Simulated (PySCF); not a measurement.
C₂H₆F₂Si, SMILES C[C@@H](F)[SiH2]F.

Coordinates come from a PBE0-D3(BJ)/def2-SVP optimisation. The structure was generated by enumeration; whether it is a known compound was not checked. One conformer was computed; it need not be the lowest.

The numbers are results of PySCF with TDA-PBE/def2-SVPD, not measurements.

Vertical excitations. The molecule is in vacuum.

Computed lowest excited states:
```csv
state,energy (eV),λ (nm),f,main pairs
S1,6.33,196,0.001,HOMO→LUMO 99 %
S2,6.99,177,0.004,HOMO→LUMO+1 96 %
S3,7.40,168,0.005,HOMO−1→LUMO 90 %
S4,7.52,165,0.009,HOMO→LUMO+2 88 %
S5,7.59,163,0.003,HOMO−2→LUMO 92 %
S6,7.79,159,0.132,HOMO→LUMO+3 92 %
S7,8.09,153,0.019,HOMO→LUMO+4 85 %
S8,8.11,153,0.002,HOMO−1→LUMO+1 86 %
S9,8.28,150,0.033,HOMO−2→LUMO+1 84 %
S10,8.36,148,0.013,HOMO→LUMO+5 88 %
T1,6.00,207,0,HOMO→LUMO 99 %
T2,6.71,185,0,HOMO→LUMO+1 92 %
T3,6.99,177,0,HOMO→LUMO+2 91 %
T4,7.09,175,0,"HOMO−1→LUMO 65 %, HOMO−2→LUMO 34 %"
```
Triplets are in the Tamm–Dancoff approximation.
